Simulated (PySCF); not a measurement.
## Dipole moment and polarisability of N-isopropylacetamide

N-isopropylacetamide, C5H11NO.
Atom-mapped SMILES: `[CH3:1][C:2](=[O:3])[NH:4][CH:5]([CH3:6])[CH3:7]` (hydrogens: H8, H9, H10 on C1; H11 on N4; H12 on C5; H13, H14, H15 on C6; H16, H17, H18 on C7)

Cartesian coordinates in Å at the GFN2-xTB level; atoms count from 1:
```xyz
18
C5H11NO angstrom
C      2.7499    0.1981    0.3327
C      1.3102    0.6658    0.4323
O      0.9563    1.6041    1.1124
N      0.4550   -0.0653   -0.3187
C     -0.9737    0.1753   -0.3693
C     -1.4173    0.3947   -1.8137
C     -1.7277   -0.9881    0.2727
H      3.3736    0.8293    0.9582
H      2.8338   -0.8336    0.6676
H      3.0940    0.2634   -0.6973
H      0.8049   -0.8475   -0.8493
H     -1.1380    1.0870    0.2140
H     -1.2466   -0.5035   -2.4052
H     -2.4766    0.6332   -1.8468
H     -0.8629    1.2170   -2.2590
H     -2.7943   -0.7830    0.2811
H     -1.5560   -1.9073   -0.2849
H     -1.3935   -1.1331    1.2970
```

Level: PBE0/def2-SVPD (PySCF), static field, nuclei fixed, core orbitals frozen in the response. The polarisability tensor in these axes (au):

```
x   83.25  3.44  5.87
y    3.44 68.67  4.30
z    5.87  4.30 69.29
```

Q: Give the principal values, the mean and the anisotropy Δα = √{½[(α1 − α2)² + (α2 − α3)² + (α1 − α3)²]}.

A: Principal values 64.51, 70.05 and 86.65 au; mean 73.73 au = 10.93 Å³ = 12.16 × 10⁻⁴⁰ C²·m²/J; Δα = 19.96 au (27 % of the mean).

Q: What is the dipole moment, and where does it point?

A: (-0.05, -2.98, -2.34) D, 3.79 D in size, pointing from the negative to the positive side. Measured along this direction, the outermost atoms are O3 at the negative end and H13 at the positive end.

Q: What depolarisation ratio follows for Rayleigh scattering of linearly polarised light, taking the static tensor?

A: ρ = 3Δα²/(45ᾱ² + 4Δα²) = 1194.8/(244651 + 1593.1) = 0.00485.

Q: What would n − 1 = 2πNα be for an ideal gas of these molecules at 273.15 K and 1 atm, electronic part alone?

A: N = p/kT = 2.6868 × 10¹⁹ cm⁻³, so n − 1 = 2π × N × 10.93 × 10⁻²⁴ cm³ = 1845 × 10⁻⁶ at long wavelengths, for an ideal gas.

Q: Along which axes do the principal values lie, and how far do the nuclei extend along each?

A: Largest value along (0.89, 0.26, 0.37), where the nuclei span 6.31 Å; middle along (-0.44, 0.70, 0.57), 2.94 Å; least along (-0.11, -0.67, 0.73), 4.24 Å. The strongest response lies along the longest span, while the other two are in reverse order.

Q: Find the Langevin capture rate constant for NO+ (29.998 u) meeting this molecule (101.084 u), k = 2.342 × 10⁻⁹ cm³/s × √(α in Å³ / reduced mass in u).

A: The reduced mass is 23.13 u, so k = 1.61 × 10⁻⁹ cm³/s. The formula leaves out the permanent dipole, which adds to the capture rate.

Q: Give the eigenvalues of the traceless quadrupole moment Θ = ½Σq(3rr − r²1), origin at the centre of nuclear charge.

A: -9.15, 0.47, 8.68 D·Å. The values depend on the origin, since the dipole doesn't vanish. The electronic extent ⟨r²⟩ about the same centre is 958 bohr², a root-mean-square distance of 2.19 Å for the 56 electrons.

Geometry: GFN2-xTB, one conformer, isolated molecule.

The run behind these numbers computed excited states as well. The run took 42 s of wall time on an Arm Neoverse V1 with one thread, shared host.
